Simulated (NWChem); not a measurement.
System: CH₅NOSi₂; SMILES N1=C([SiH3])O[SiH2]1

Input file for NWChem:

```
start job
memory heap 200 mb stack 900 mb global 1100 mb
geometry units angstroms noautosym nocenter noautoz
  Si     0.018748     2.138030    -0.001665
  C      0.118227     0.226831     0.046828
  N      1.084049    -0.521191     0.503645
  Si     0.012474    -1.867265    -0.001444
  O     -0.976640    -0.480035    -0.469784
  H     -1.185377     2.572154     0.784235
  H      1.273091     2.703535     0.590190
  H     -0.139166     2.570412    -1.431394
  H      0.438976    -2.706064    -1.167460
  H     -0.617761    -2.704257     1.069691
end
basis spherical
  Si library def2-svp
  C library def2-svp
  N library def2-svp
  O library def2-svp
  H library def2-svp
end
dft
  xc b3lyp
  iterations 150
end
cosmo
  do_cosmo_smd true
  solvent cychexan
end
task dft energy
```

Parts of the log:

```
             Northwest Computational Chemistry Package (NWChem) 7.3.0
             --------------------------------------------------------

                             Geometry "geometry" -> ""
                             -------------------------

 Output coordinates in angstroms (scale by  1.889725989 to convert to a.u.)

  No.       Tag          Charge          X              Y              Z
 ---- ---------------- ---------- -------------- -------------- --------------
    1 Si                  14.0000     0.01874800     2.13803000    -0.00166500
    2 C                    6.0000     0.11822700     0.22683100     0.04682800
    3 N                    7.0000     1.08404900    -0.52119100     0.50364500
    4 Si                  14.0000     0.01247400    -1.86726500    -0.00144400
    5 O                    8.0000    -0.97664000    -0.48003500    -0.46978400
    6 H                    1.0000    -1.18537700     2.57215400     0.78423500
    7 H                    1.0000     1.27309100     2.70353500     0.59019000
    8 H                    1.0000    -0.13916600     2.57041200    -1.43139400
    9 H                    1.0000     0.43897600    -2.70606400    -1.16746000
   10 H                    1.0000    -0.61776100    -2.70425700     1.06969100

 Effective nuclear repulsion energy (a.u.)     271.2616706656

                                 NWChem DFT Module
                                 -----------------

 Summary of "ao basis" -> "ao basis" (spherical)
 ------------------------------------------------------------------------------
       Tag                 Description            Shells   Functions and Types
 ---------------- ------------------------------  ------  ---------------------
 Si                         def2-svp                 8       18   4s3p1d
 C                          def2-svp                 6       14   3s2p1d
 N                          def2-svp                 6       14   3s2p1d
 O                          def2-svp                 6       14   3s2p1d
 H                          def2-svp                 3        5   2s1p

 in cosmo_initialize ...
 calling solv_data for solv:cychexan

 solvent parameters
 solvname_short: cychexan
 solvname_long:  cyclohexane
 dielec:        2.0165
 dielecinf:     2.0352
 nonaqueous SMD model solvent descriptors
 dielec:        2.0165
 sola:          0.0000
 solb:          0.0000
 solc:          0.0000
 solg:         35.4800
 solh:          0.0000
 soln:          1.4266

          ---------------
          -cosmo- solvent
          ---------------
 Cosmo: York-Karplus, doi: 10.1021/jp992097l
 dielectric constant -eps-     =   2.02
 screen = (eps-1)/(eps    )    =   0.50409
 surface charge correction     = lagrangian

   van der Waals surface
 --------------------------

[...]

                                COSMO-SMD solvation results
                                ---------------------------

             internal energy in gas <Psi(g)|H|Psi(g)> =      -749.789545564560
         internal energy in solvent <Psi(s)|H|Psi(s)> =      -749.789362384175
                               delta internal energy  =         0.000183180385 (    0.11 kcal/mol)
   total free energy in solvent <Psi(s)|H+V/2|Psi(s)> =      -749.792690204142
 polarization energy contribution <Psi(s)|V/2|Psi(s)> =        -0.003327819967 (   -2.09 kcal/mol)
    total free energy in solvent including G(SMD-CDS) =      -749.791660975017
                       G(SMD-CDS) energy contribution =         0.001029229125 (    0.65 kcal/mol)
     1 M fixed-concentration free energy of solvation =        -0.002115410457 (   -1.33 kcal/mol)

                       DFT Final Molecular Orbital Analysis
                       ------------------------------------

 Vector   25  Occ=2.000000D+00  E=-3.268405D-01
              MO Center= -1.9D-02, -7.7D-02, -1.8D-02, r^2= 3.6D+00
   Bfn.  Coefficient  Atom+Function         Bfn.  Coefficient  Atom+Function
  ----- ------------  ---------------      ----- ------------  ---------------
    69     -0.313011   5 O  py               23      0.305809   2 C  py
    72     -0.213510   5 O  py                9     -0.203141   1 Si py
    36     -0.203951   3 N  px               26      0.184126   2 C  py
    37      0.178352   3 N  py               68      0.164077   5 O  px
    55      0.149772   4 Si py               71      0.135916   5 O  px

 Vector   26  Occ=2.000000D+00  E=-2.864795D-01
              MO Center=  1.1D-01, -4.2D-01,  4.1D-02, r^2= 2.1D+00
   Bfn.  Coefficient  Atom+Function         Bfn.  Coefficient  Atom+Function
  ----- ------------  ---------------      ----- ------------  ---------------
    70      0.390182   5 O  pz               38      0.369499   3 N  pz
    73      0.317287   5 O  pz               41     -0.293113   3 N  pz
    68     -0.184248   5 O  px               24     -0.177425   2 C  pz
    36     -0.174608   3 N  px               71     -0.149834   5 O  px
    39      0.138545   3 N  px               27     -0.098730   2 C  pz

 Vector   27  Occ=2.000000D+00  E=-2.753129D-01
              MO Center=  6.4D-01, -3.5D-01,  2.9D-01, r^2= 2.5D+00
   Bfn.  Coefficient  Atom+Function         Bfn.  Coefficient  Atom+Function
  ----- ------------  ---------------      ----- ------------  ---------------
    36      0.350506   3 N  px               39     -0.266838   3 N  px
    37      0.261053   3 N  py               68     -0.261941   5 O  px
    71     -0.202647   5 O  px               35     -0.182625   3 N  s
    34     -0.168836   3 N  s                38      0.165455   3 N  pz
    40     -0.156588   3 N  py               49      0.150460   4 Si s

 Vector   28  Occ=0.000000D+00  E=-3.943094D-02
              MO Center=  2.5D-01,  1.8D-01,  1.1D-01, r^2= 3.3D+00
   Bfn.  Coefficient  Atom+Function         Bfn.  Coefficient  Atom+Function
  ----- ------------  ---------------      ----- ------------  ---------------
    27      0.420729   2 C  pz               24      0.403073   2 C  pz
    59     -0.387779   4 Si pz               13      0.338391   1 Si pz
    80     -0.326743   6 H  s                90      0.326656   8 H  s
    41     -0.313325   3 N  pz               95     -0.313122   9 H  s
   100      0.313142  10 H  s                38      0.296278   3 N  pz

 Vector   29  Occ=0.000000D+00  E=-1.968431D-02
              MO Center=  2.4D-02, -1.8D+00,  3.9D-03, r^2= 3.9D+00
   Bfn.  Coefficient  Atom+Function         Bfn.  Coefficient  Atom+Function
  ----- ------------  ---------------      ----- ------------  ---------------
    57      0.815521   4 Si px               35     -0.501790   3 N  s
    67      0.403741   5 O  s                59      0.385387   4 Si pz
    54      0.274409   4 Si px               85     -0.226321   7 H  s
    11      0.223437   1 Si px               58     -0.202162   4 Si py
    21      0.183909   2 C  s                51     -0.146086   4 Si px

 Vector   30  Occ=0.000000D+00  E= 3.156860D-02
              MO Center=  8.1D-03,  1.8D+00, -6.5D-03, r^2= 5.8D+00
   Bfn.  Coefficient  Atom+Function         Bfn.  Coefficient  Atom+Function
  ----- ------------  ---------------      ----- ------------  ---------------
    12      1.382397   1 Si py               21      0.996110   2 C  s
    26      0.553791   2 C  py               58     -0.522383   4 Si py
    80     -0.402577   6 H  s                90     -0.402036   8 H  s
    95     -0.331473   9 H  s               100     -0.331736  10 H  s
    35      0.289759   3 N  s                85     -0.264252   7 H  s

     Multipole analysis of the density
     ---------------------------------

     L   x y z        total         alpha         beta         nuclear
     -   - - -        -----         -----         ----         -------
     0   0 0 0     -0.000000    -27.000000    -27.000000     54.000000

     1   1 0 0     -0.275256     -0.790959     -0.790959      1.306662
     1   0 1 0     -0.366895     -0.276856     -0.276856      0.186816
     1   0 0 1     -0.129275      0.077142      0.077142     -0.283559

     2   2 0 0    -37.108308    -53.492164    -53.492164     69.876020
     2   1 1 0      0.231113     -1.151152     -1.151152      2.533416
     2   1 0 1     -1.770908    -12.263742    -12.263742     22.756576
     2   0 2 0    -27.345651   -285.129884   -285.129884    542.914117
     2   0 1 1      0.110788     -0.334354     -0.334354      0.779496
     2   0 0 2    -34.183695    -33.293496    -33.293496     32.403296
```

Level: B3LYP/def2-SVP, SMD on the gas-phase geometry. Coordinates come from a PBE-D3(BJ)/def2-SVP optimisation. Solvent: cyclohexane.
